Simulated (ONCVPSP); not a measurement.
**Logarithmic derivatives: technetium, ONCV**

ONCVPSP 4.0.1 input, shortened (lines: element, Z, core and valence counts, functional; n l f; lmax; l rc ep ncon nbas qcut; lloc lpopt rc5 dvloc0; l nproj debl; icmod fcfact rcfact), PBEsol, scalar-relativistic:

```
  Tc 43.00    6    4  -116133      upf
    1    0    2.00
    2    0    2.00
    2    1    6.00
    3    0    2.00
    3    1    6.00
    3    2   10.00
    4    0    2.00
    4    1    6.00
    4    2    5.00
    5    0    2.00
    2
    0    1.60    0.00    4    9    6.60
    1    1.75    0.00    3    7    7.00
    2    1.60    0.00    4    9    9.20
    2    5    1.60    0.00
    0    2    2.80
    1    1    1.60
    2    0    0.70
    3    3.25    1.75
```

The phase is arctan(r·R′/R) of the radial function R(r), unwrapped; energies in Ha, scanned from -4 to 5 Ha. A pole is an energy at which the radial function vanishes at the test radius. The pseudo phase is shifted by a multiple of π to meet the all-electron one at the reference energy, and phase errors are pseudo minus all-electron; the curves can meet again beyond the range given. Levels narrower than the energy grid can be missing from the lists of poles.

```json
{"channel": "s", "radius (bohr)": "1.62", "reference energy (Ha)": "-0.19", "poles, all-electron": "-2.06", "poles, pseudo": "-2.06", "unbroken range about the reference energy with phases within 0.05 rad": "the whole range", "phase error 1 Ha above the reference energy (rad)": "-0.000"}
{"channel": "p", "radius (bohr)": "1.77", "reference energy (Ha)": "-1.66", "poles, all-electron": "-1.12", "poles, pseudo": "-1.13", "unbroken range about the reference energy with phases within 0.05 rad": "below 0.7", "phase error 1 Ha above the reference energy (rad)": "-0.004"}
{"channel": "d", "radius (bohr)": "1.62", "reference energy (Ha)": "-0.25", "poles, all-electron": "1.34", "poles, pseudo": "1.34", "unbroken range about the reference energy with phases within 0.05 rad": "below 4.1", "phase error 1 Ha above the reference energy (rad)": "-0.001"}
```

Phases in the d channel:

```
E (Ha)  all-electron  pseudo
 -3.98         1.257   1.256
 -3.74         1.240   1.240
 -3.50         1.221   1.221
 -3.26         1.199   1.198
 -3.02         1.172   1.171
 -2.78         1.140   1.139
 -2.54         1.099   1.099
 -2.30         1.048   1.047
 -2.06         0.980   0.979
 -1.82         0.886   0.885
 -1.58         0.751   0.750
 -1.34         0.548   0.547
 -1.10         0.242   0.240
 -0.86        -0.170  -0.171
 -0.62        -0.585  -0.586
 -0.38        -0.898  -0.898
 -0.14        -1.107  -1.107
  0.10        -1.246  -1.247
  0.34        -1.345  -1.345
  0.58        -1.418  -1.419
  0.82        -1.476  -1.476
  1.06        -1.523  -1.524
  1.30        -1.564  -1.565
  1.54        -1.600  -1.601
  1.78        -1.634  -1.636
  2.02        -1.667  -1.669
  2.26        -1.700  -1.704
  2.50        -1.736  -1.740
  2.74        -1.774  -1.779
  2.98        -1.818  -1.825
  3.22        -1.870  -1.880
  3.46        -1.935  -1.949
  3.70        -2.019  -2.042
  3.94        -2.137  -2.173
  4.18        -2.310  -2.369
  4.42        -2.572  -2.669
  4.66        -2.952  -3.087
  4.90        -3.390  -3.523
```
